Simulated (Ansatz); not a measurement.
Input (CCSDT(Q)/def2-SVP; Ansatz, an electronic-structure program):

Ansatz 0.2 input:
```yaml
crystal:
  periodic: [false, false, false]
  atoms:
    - {symbol: Si, position_ang: [-1.64001981, 0.12758046, 0.01727215]}
    - {symbol: Ge, position_ang: [0.73418188, -0.08317065, 0.01596665]}
    - {symbol: H, position_ang: [-2.10251443, 1.46066267, 0.48356389]}
    - {symbol: H, position_ang: [-2.24800129, -0.16722179, -1.30631676]}
    - {symbol: H, position_ang: [1.13018768, -1.50664954, -0.41347454]}
    - {symbol: H, position_ang: [1.40660983, 0.91694877, -0.94829223]}
    - {symbol: H, position_ang: [1.28017525, 0.17159425, 1.43177686]}
basis:
  gaussian:
    orbitals: def2-SVP
magnetization: {spin_polarized: true, initial_magnetization: 1}
correlation: {method: ccsdt_q, electrons: outside_noble_gas}
```

Output:

```
Functional definition: HF
integrals: 0.12 GiB planned
1297 factors; integrals over basis functions are off by at most 1.8e-7 eV
mean field: 0.36 GiB planned
mean field evaluation 1: about -64403.0890 eV, gradient 9.2e0 eV
mean field evaluation 2: about -64403.0903 eV, gradient 9.1e0 eV
mean field evaluation 4: about -64404.1125 eV, gradient 1.7e0 eV
mean field evaluation 8: about -64404.1332 eV, gradient 2.4e-4 eV
mean field evaluation 16: about -64404.1115 eV, gradient 1.7e0 eV
mean field -64404.13295455 eV, -2366.8082313904 hartree, gradient 2.0e-6 eV, S^2 0.757095; 0 other end points of the search recorded, 0 dependent functions left out
19 core orbitals not correlated
reference -64404.13295455 eV, -2366.8082313904 hartree; 7, 6 occupied and 49, 50 virtual orbitals, 1297 factors
second order -5.10945691 eV of doubles, -0.00000000 eV of singles
coupled cluster: 1.61 GiB planned
cycle   1  -6.00739597 eV  change   -9.0e-1 eV  update   7.8e-2
cycle   2  -6.48168036 eV  change   -4.7e-1 eV  update   3.2e-2
cycle   3  -6.52272081 eV  change   -4.1e-2 eV  update   1.1e-2
cycle   4  -6.52550337 eV  change   -2.8e-3 eV  update   4.8e-3
cycle   5  -6.52569859 eV  change   -2.0e-4 eV  update   1.8e-3
cycle   6  -6.52443550 eV  change    1.3e-3 eV  update   9.0e-4
cycle   7  -6.52466563 eV  change   -2.3e-4 eV  update   3.9e-4
cycle   8  -6.52510069 eV  change   -4.4e-4 eV  update   1.7e-4
cycle   9  -6.52508664 eV  change    1.4e-5 eV  update   6.5e-5
cycle  10  -6.52501184 eV  change    7.5e-5 eV  update   3.0e-5
cycle  11  -6.52500842 eV  change    3.4e-6 eV  update   1.5e-5
cycle  12  -6.52501967 eV  change   -1.1e-5 eV  update   7.3e-6
cycle  13  -6.52503102 eV  change   -1.1e-5 eV  update   3.1e-6
cycle  14  -6.52503273 eV  change   -1.7e-6 eV  update   1.5e-6
cycle  15  -6.52503051 eV  change    2.2e-6 eV  update   6.8e-7
cycle  16  -6.52502978 eV  change    7.2e-7 eV  update   2.8e-7
perturbative correction -0.00520884 eV, -0.0001914213 hartree
Total energy: -64410.66319317 eV, -2367.0482132335 hartree
```
